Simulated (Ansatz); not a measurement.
Species: GeH, charge 0, doublet. GeH (SMILES [GeH], doublet).
B3LYP-D3(BJ)/def2-TZVP minimum from Ansatz (a program for electronic structure):
```
Ge
H 1 1.6063
```
Charge 0, spin multiplicity 2.

Total energies in cc-pVTZ, 5 correlated electrons, 14 frozen orbitals. UHF or UKS for unpaired electrons; spin-orbit terms are left out. Correlated methods leave the cores frozen (noble-gas shells, and filled d and f shells in the p block). No relativity.

| method | program | energy (Eh) | minus CCSDTQ (mEh) |
|---|---|---|---|
| HF | Ansatz | -2075.93381 | 99.65 |
| MP2 | Ansatz | -2076.00928 | 24.18 |
| CCSD | Ansatz | -2076.03027 | 3.19 |
| CCSD(T) | Ansatz | -2076.03278 | 0.68 |
| CCSDT(Q) | Ansatz | -2076.03345 | 0.01 |
| CCSDTQ | Ansatz | -2076.03346 | 0.00 |

Rough core times of Ansatz's runs on a shared machine: CCSD(T) under 20 s, CCSDT(Q) 30 s, CCSDTQ 3 min.
